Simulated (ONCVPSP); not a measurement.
# Varying the ONCV potential for B

Base potential:

B, optimised norm-conserving Vanderbilt (ONCV), made with ONCVPSP 4.0.1 (PBE, non-relativistic). Core [He], reference 2s2 2p1. Waves: 2s: rc 1.60 bohr, ncon 4, nbas 8, qcut 5.1 1/bohr, 1 projector; 2p: rc 3.50 bohr, ncon 3, nbas 8, qcut 4.8 1/bohr, 2 projectors, debl 3.4 Ha; d scattering state at 0.14 Ha: rc 3.20 bohr, ncon 5, nbas 9, qcut 3.5 1/bohr, 1 projector. Local part: polynomial inside 1.05 bohr (lpopt 5, dvloc0 4 Ha). Core correction: Teter function, fcfact 5, rcfact 1.35.

Cutoffs, loose and tight: the cutoffs (Ha) at which the residual kinetic energy of the hardest occupied pseudo-wave falls to 1 and 0.1 mHa per electron. They do not see the model core or the augmentation charge, which bear on the density cutoff. Test errors are all-electron minus pseudo excitation energies from the reference, over the configurations 2s2 2p0; 2s1 2p0; 2s2 2p0.5; 2s0 2p3. A dash means not determined; rows that change the core or the reference have their own tests.

```tsv
change	outcome	cutoff, loose	cutoff, tight	bound ghosts	GHOST(+) flags above zero	largest test error (meV)
base	generated	9.8 Ha	14 Ha	none	none	+400
core correction Teter function, fcfact 5, rcfact 0.98	generated	9.8 Ha	14 Ha	none	none	+386
core correction Teter function, fcfact 5, rcfact 1.1	generated	9.8 Ha	14 Ha	none	none	+392
core correction Teter function, fcfact 5, rcfact 1.24	generated	9.8 Ha	14 Ha	none	none	+397
core correction Teter function, fcfact 5, rcfact 1.28	generated	9.8 Ha	14 Ha	none	none	+400
core correction Teter function, fcfact 5, rcfact 1.46	generated	9.8 Ha	14 Ha	none	none	+400
core correction Teter function, fcfact 5, rcfact 1.54	generated	9.8 Ha	14 Ha	none	none	+397
core correction Teter function, fcfact 5, rcfact 1.72	generated	9.8 Ha	14 Ha	none	none	+376
core correction Teter function, fcfact 5, rcfact 1.76	generated	9.8 Ha	14 Ha	none	none	+367
core correction Teter function, fcfact 5, rcfact 1.9	generated	9.8 Ha	14 Ha	none	none	+327
core correction Teter function, fcfact 5, rcfact 2.06	generated	9.8 Ha	14 Ha	none	none	+259
```

Reading the sweep of the rcfact (base included, trends over the rows without a ghost): The loose cutoff stays near 9.8 Ha. The median size of the test errors (rows with all tests solved) stays near 133.1 meV.
